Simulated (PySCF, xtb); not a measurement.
Ga(Cl)(vinyl)(OH) (C₂H₄ClGaO), SMILES C=[CH][Ga]([OH])[Cl].

xtb with GFN2-xTB at its own geometry gives an orbital gap of 4.32 eV and a dipole moment of 2.08 D.

Geometry optimised at B3LYP-D3(BJ)/def2-SVP. The structure was generated by enumeration; whether it is a known compound was not checked. One conformer was computed; it need not be the lowest.

Question: What does r2SCAN/def2-TZVP (PySCF) give? (The exact figures need the calculation; the answer reports its results.)

Answer: gap 5.29 eV (levels -7.51 and -2.21 eV), dipole 1.59 D.
